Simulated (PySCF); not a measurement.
**C₆ coefficients of unlike pairs at BP86**

Calculated with PySCF 2.14 from the dipole response of each species, C₆(A,B) = (3/π) ∫ α_A(iu) α_B(iu) du, in atomic units, from isotropic polarisabilities. For ions this is the dispersion term alone; charge-induced terms of lower order in 1/R come first.

```json
{"species": "S²⁺", "configuration": "[Ne] 3s2 3p2 (3P)", "basis": "x2c-QZVPPall with one added diffuse shell each of s, p, d, f type (10s7p5d3f1g)", "relativity": "spin-free X2C", "α (bohr³)": "7.271", "C₆ (like pair)": "26.33"}
{"species": "P⁺", "configuration": "[Ne] 3s2 3p2 (3P)", "basis": "dyall-acv3z (19s12p6d4f)", "relativity": "spin-free X2C", "α (bohr³)": "14.39", "C₆ (like pair)": "74.16"}
{"species": "I²⁺", "configuration": "[Kr] 4d10 5s2 5p3 (4S)", "basis": "def2-QZVPPD with the def2 core potential (28 electrons) (8s7p5d4f1g)", "relativity": "core potential", "α (bohr³)": "13.71", "C₆ (like pair)": "95.50"}
{"species": "Ru", "configuration": "[Kr] 4d7 5s1 (5F)", "basis": "aug-cc-pVDZ-PP with ECP28MDF (5s5p4d2f)", "relativity": "core potential", "α (bohr³)": "55.74", "C₆ (like pair)": "491.5"}
```

Q: Estimate C₆ for Ru with I²⁺.

A: The integral gives 197.5. The combination rule 2 C_A C_B / (C_A α_B/α_A + C_B α_A/α_B) gives 184.3 and the geometric mean 216.6.

No spin-orbit coupling is included.

The other pairs:

| pair | C₆ |
| --- | --- |
| Ru, S²⁺ | 104.2 |
| P⁺, S²⁺ | 43.62 |
| I²⁺, P⁺ | 82.57 |
| Ru, P⁺ | 182.5 |
| I²⁺, S²⁺ | 50.04 |
